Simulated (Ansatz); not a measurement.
`C[Se][SnH2][Cl]` + `[SiH3][SeH]` → `C[Se][Se][SiH3]` + `[Cl][SnH3]` at 400 K and 1 bar (ligand exchange at the Se–Sn bond).

Isolated molecules relaxed with PBE0-D4/def2-TZVP in Ansatz; ΔE leaves out vibrations. CCSD(T)/CBS is the MP2 limit (def2-TZVPP, def2-QZVPP) plus CCSD(T) − MP2 in def2-TZVPP, frozen cores. Elements past krypton have def2 core potentials. For Se, Sn outer-core shells are correlated without core-valence functions, which leaves a few kJ/mol of doubt a bond. Scalar relativity is left out up to krypton. One conformer a species, not always the lowest.

```
          species  CCSD(T)/CBS energy (Eh)  H − E (kJ/mol)  S (J/(mol·K))
`C[Se][SnH2][Cl]`              -3115.63330           173.7          421.5
    `[SiH3][SeH]`              -2692.20088           107.1          307.6
`C[Se][Se][SiH3]`              -5132.18229           202.8          414.6
     `[Cl][SnH3]`               -675.62576            75.7          295.2
```

H − E and S are ideal-gas, rigid-rotor, harmonic terms from PBE0-D4/def2-TZVP, for one conformer and one mirror image of each species. 1 Eh = 2625.50 kJ/mol, R = 8.31446 J/(mol·K).

Q: By hand: ΔE, ΔH, ΔS and ΔG.

A: ΔE = (-5132.18229) + (-675.62576) − (-3115.63330) − (-2692.20088) = 0.02613 Eh = 68.6 kJ/mol. Δ(H − E) = 202.8 + 75.7 − 173.7 − 107.1 = -2.3, so ΔH = 66.3 kJ/mol. ΔS = 414.6 + 295.2 − 421.5 − 307.6 = -19.3 J/(mol·K). ΔG = 66.3 − 400 × (-19.3)/1000 = 74.0 kJ/mol.

Q: By hand: the equilibrium constant, and the temperature at which ΔG would vanish if ΔH and ΔS stayed fixed.

A: log₁₀ K = −ΔG/(RT ln 10) = -9.7. ΔH and −TΔS have one sign here, so there is no such temperature.

ΔH outweighs TΔS. A doubt of 5 kJ/mol in ΔE shifts log₁₀ K by 0.7 here. Other conformers and mirror images would add mixing entropy, several J/(mol·K) or more a flexible species. Modes under 60 cm⁻¹, often nearly free rotors, make the harmonic entropy too high. These are equilibria of isolated gas molecules and say nothing of rates. Largest T1 diagnostic: 0.012 (customary marks: 0.02 for closed shells, 0.045 for open ones).
